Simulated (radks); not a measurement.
Valence configurations of Ru II (all share [Kr]). Calculated with a radial shooting solver on a logarithmic mesh with Libxc functionals: scalar-relativistic Kohn-Sham, r2SCAN, spin-polarised, spherical densities, finite nucleus; open shells are filled with parallel spins first (spin-orbit coupling, left out, can overturn this in heavy ions); meta-GGA in the generalised Kohn-Sham scheme; Fermi nuclear charge, rms radius 4.4809 fm. Energies are relative to 4d7; eigenvalues in eV for spin up.

| valence | E (eV) | moment (Bohr magnetons) | e(4d) | e(5p) | e(5s) |
|---|---|---|---|---|---|
| 4d7 | 0.000 | 3 | -13.588 | - | - |
| 4d6 5p1 | 5.584 | 5 | -18.188 | -8.058 | - |
| 4d6.5 5s0.5 | 0.192 | 4 | -15.283 | - | -11.630 |
| 4d5 5s2 | 3.428 | 5 | -20.642 | - | -13.857 |
| 4d5 5p2 | 12.136 | 7 | -22.796 | -9.862 | - |
| 4d3 5s2 5p2 | 33.501 | 5 | -29.078 | -11.581 | -18.296 |
| 4d6 5s1 | 0.275 | 5 | -16.999 | - | -12.792 |
| 4d4 5s2 5p1 | 17.252 | 5 | -24.940 | -9.928 | -16.189 |

NIST lists [Kr] 4d7 as the ground configuration; this level of theory agrees among the configurations tried. The energies are those of spherical high-spin densities, not of single terms.
